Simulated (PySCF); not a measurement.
C2H4FNSi. Atoms are numbered in the order given.

```xyz
9

F     -0.9705    -1.6535    -0.1572
C     -0.5900    -0.4772     0.4381
N     -1.0896     0.7026    -0.3047
C     -0.0290     1.4318    -0.4500
Si     1.2190     0.1671     0.1871
H     -1.0098    -0.4585     1.4591
H     -0.0923     2.4338    -0.8962
H      2.1425     0.4569     1.3224
H      1.9692    -0.5362    -0.8861
```

The structure is a stationary point at TPSSh-D3(BJ)/def2-SVP. The structure was generated by enumeration; whether it is a known compound was not checked.

The numbers are results of PBE/def2-TZVP in PySCF, not measurements.

ESP charges are fitted to the potential on shells at 1.4 to 2.0 van der Waals radii. Atomic charges (e):

```csv
atom,ESP fit,Löwdin
F1,-0.22,0.13
C2,0.35,-0.47
N3,-0.44,0.13
C4,0.17,-0.30
Si5,0.00,0.31
H6,0.06,0.12
H7,0.08,0.12
H8,-0.02,-0.03
H9,0.02,-0.02
```

**Question.** Give the Mayer and Wiberg (Löwdin basis) orders of the bonds. (The exact figures need the calculation; the answer reports its results.)

**Answer.** 
```csv
bond,Mayer,Wiberg
F1–C2,1.07,1.72
C2–N3,0.98,1.29
N3–C4,1.84,2.21
C2–Si5,0.96,1.04
C4–Si5,0.99,1.13
C2–H6,0.93,0.87
C4–H7,0.92,0.90
Si5–H8,0.91,0.94
Si5–H9,0.93,0.93
```
